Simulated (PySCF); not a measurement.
Al(F)(Cl)(Et) (C2H5AlClF), SMILES C[CH2][Al]([F])[Cl].

Geometry: B3LYP-D3(BJ)/def2-SVP. The structure was generated by enumeration; whether it is a known compound was not checked. The values are those of a single conformer.

Method: PySCF with CAM-B3LYP/def2-TZVP.

Symmetry labels are those of the subgroup Cs that the program uses (full group Cs).

Computed valence orbital energies around the gap with their symmetry:
| orbital | symmetry | energy (eV) |
|---|---|---|
| HOMO−7 | A" | -13.21 |
| HOMO−6 | A' | -13.12 |
| HOMO−5 | A' | -12.66 |
| HOMO−4 | A' | -12.09 |
| HOMO−3 | A" | -11.56 |
| HOMO−2 | A" | -10.89 |
| HOMO−1 | A' | -10.78 |
| HOMO | A' | -9.80 |
| LUMO | A' | 0.28 |
| LUMO+1 | A" | 0.32 |
| LUMO+2 | A' | 1.93 |
| LUMO+3 | A' | 2.32 |
